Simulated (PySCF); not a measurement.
**Electron correlation in Zn (zinc, neutral)**

[Ar] 3d9 4s2 4p1, one real determinant (an excited configuration). Calculation: PySCF 2.14, in def2-TZVPPD (6s6p4d2f1g, 67 functions); the non-relativistic Hamiltonian (point nucleus). Frozen: [Ne]; 20 electrons correlated.

```tsv
level	correlation energy (mhartree)
CCSD	-669.29
(T)	-13.49
CCSD(T)	-682.78
```

Diagnostics: T1 = 0.015, D1 = 0.0664, largest double amplitude 0.054.

**Question.** Is a single reference adequate?

**Answer.** Yes: T1 lies below 0.03 and no double amplitude reaches 0.07.

The reference is one real determinant that mixes LS terms of this configuration.

This basis was not built for core-valence correlation, so the inner-shell part is incomplete.
